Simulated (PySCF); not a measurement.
PySCF 2.14 output of a UHF calculation on a single atom or ion in aug-cc-pVTZ-PP with one added diffuse shell each of s, p, d, f, g type with ECP60MDF (7s7p6d4f3g, 113 functions), with scalar relativity through the core potential:

```
SCF conv_tol = 1e-09
number electrons alpha = 7  beta = 5
cycle= 1 E= -47.9484557325426  delta_E= -0.00465  |g|= 0.0212  |ddm|= 0.0477
cycle= 2 E= -47.9486699322661  delta_E= -0.000214  |g|= 0.00487  |ddm|= 0.0114
cycle= 3 E= -47.9486853961417  delta_E= -1.55e-05  |g|= 0.000518  |ddm|= 0.00517
cycle= 4 E= -47.9486860986853  delta_E= -7.03e-07  |g|= 0.000181  |ddm|= 0.00158
cycle= 5 E= -47.9486861892895  delta_E= -9.06e-08  |g|= 3.73e-05  |ddm|= 0.000818
cycle= 6 E= -47.9486861943283  delta_E= -5.04e-09  |g|= 6.46e-06  |ddm|= 0.000244
cycle= 7 E= -47.9486861945311  delta_E= -2.03e-10  |g|= 1.84e-06  |ddm|= 6.14e-05
converged SCF energy = -47.9486861945311  <S^2> = 2.0163416  2S+1 = 3.0108747
```

The run itself started from symmetry-adapted Hartree-Fock orbitals and held the occupation by maximum overlap, so the iterations belong to that start.

Task: Which element, charge and spin multiplicity is this?

Result: Hf (hafnium, neutral), multiplicity 3; the state was [Xe] 4f14 5d2 6s2, high-spin 3F determinant.

Energies and moments cover only the electrons outside the core potential. Spin-orbit coupling, absent here, splits the open shell strongly.
